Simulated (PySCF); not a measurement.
C₄H₉BO₃, SMILES CC(=O)CCB(O)O (GFN2-xTB optimised geometry):

```
17

C      3.012    -0.722     0.000
C      1.505    -0.722     0.000
O      0.869    -1.752    -0.002
C      0.881     0.651     0.000
C     -0.551     0.708    -0.555
B     -1.694     0.074     0.390
O     -2.736     0.874     0.716
O     -1.673    -1.193     0.852
H      3.397     0.025     0.688
H      3.389    -1.707     0.263
H      3.359    -0.473    -1.001
H      1.532     1.324    -0.563
H      0.884     0.996     1.039
H     -0.796     1.752    -0.749
H     -0.563     0.197    -1.521
H     -3.397     0.441     1.258
H     -0.894    -1.698     0.582
```

Calculation: PBE0/def2-SVP run with PySCF.

### Question
What are the frontier orbital energies and the dipole moment?

### Answer
HOMO-2 -8.58 eV, HOMO-1 -8.41 eV, HOMO -7.58 eV, LUMO -0.66 eV, LUMO+1 1.32 eV; dipole moment 2.95 D.

On the same geometry PySCF with PBE/def2-SVP gives HOMO-2 -6.84 eV, HOMO-1 -6.82 eV, HOMO -5.93 eV, LUMO -1.79 eV, LUMO+1 0.47 eV; dipole moment 2.76 D.

Meta-Löwdin charges at PBE0/def2-SVP: C1 -0.35, C2 0.39, O3 -0.41, C4 -0.21, C5 -0.31, B6 0.41, O7 -0.49, O8 -0.51, H9 0.12, H10 0.12, H11 0.13, H12 0.10, H13 0.12, H14 0.11, H15 0.11, H16 0.33, H17 0.33.
